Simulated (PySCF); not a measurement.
Computed shifts of a molecule H8N2OSi2, PBE/pcSseg-1 run with PySCF, GIAO, gas phase, atoms alike by connectivity averaged where their shifts nearly agree, in ppm (number of nuclei): ¹⁵N: 91.6 (1), 47.2 (1). ²⁹Si: -26.8 (1), -39.1 (1). ¹H: 5.48 (1), 5.29 (1), 5.22 (1), 5.11 (1), 2.11 (1), 1.59 (1), 1.53 (1), 1.04 (1). References: ¹⁵N against NH3 (σ = 267.0 ppm); ²⁹Si against TMS (σ = 335.4 ppm); ¹⁷O against H2O (σ = 334.3 ppm); ¹H against TMS (σ = 31.49 ppm), references at their B3LYP-D3(BJ)/def2-TZVP geometries, non-relativistic. The structure is a stationary point at PBE-D3(BJ)/def2-SVP. One conformer was computed; it need not be the lowest.

Task: Identify the compound among the candidates.
(A) N[Si](N)(O)[SiH3]
(B) N[SiH2]N[SiH2]O
(C) N[SiH](N)O[SiH3]
(D) N[Si@@H](O)N[SiH3]

Result: B, N[SiH2]N[SiH2]O
